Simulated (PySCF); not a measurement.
Molecule: SMILES C=CC#CC(=C)C#N, C$_{7}$H$_{5}$N.

Bonds (- single, = double, # triple, : aromatic): C1=C2, C2-C3, C3#C4, C4-C5, C5=C6, C5-C7, C7#N8. C1 carries H9, H10; C2 carries H11; C6 carries H12, H13. H9 is cis to C3; H13 is cis to C4; H10 is trans to C3; H12 is trans to C4.

Frames of a GFN2-xTB Langevin trajectory at 300 K; GIAO PBE0/pcSseg-1 shieldings in PySCF 2.14.0 with density-fitted response routines, gas phase, non-relativistic; equivalent atoms averaged within each frame.

Scale: ¹³C (σref 186.93), ¹H (σref 31.72) against TMS; ¹⁵N (σref 267.73) against NH3 (reference shieldings calculated alike). The references are static minima.

**Question.** How do the shifts (ppm) fluctuate along the trajectory?

**Answer.** 
| time (fs) | C6 | C1 | C2 | C7 | C5 | C3 | C4 | N8 | H12 | H13 |
| --- | --- | --- | --- | --- | --- | --- | --- | --- | --- | --- |
| 250 | 155.5 | 143.7 | 129.0 | 121.8 | 116.2 | 114.8 | 89.9 | 307.8 | 7.69 | 7.63 |
| 425 | 147.5 | 140.0 | 123.4 | 119.8 | 108.0 | 98.0 | 94.2 | 311.6 | 6.52 | 6.77 |
| 625 | 155.3 | 144.8 | 128.0 | 119.5 | 114.1 | 108.0 | 89.3 | 313.0 | 6.66 | 6.88 |
| 800 | 144.4 | 140.0 | 124.1 | 118.9 | 111.4 | 103.1 | 90.4 | 306.9 | 6.16 | 6.31 |
| 1000 | 156.3 | 149.7 | 124.4 | 123.3 | 113.1 | 105.5 | 91.9 | 324.2 | 7.92 | 6.89 |
| mean of frames | 151.8 | 143.6 | 125.8 | 120.7 | 112.6 | 105.9 | 91.1 | 312.7 | 6.99 | 6.90 |
| standard deviation | 5.5 | 4.0 | 2.5 | 1.8 | 3.1 | 6.2 | 2.0 | 6.9 | 0.77 | 0.47 |

5 frames give an uncertainty of the mean of about the standard deviation over 2.2 at best, since frames this close in time may not be independent; classical motion lacks zero-point vibration, and the reference would need the same averaging.
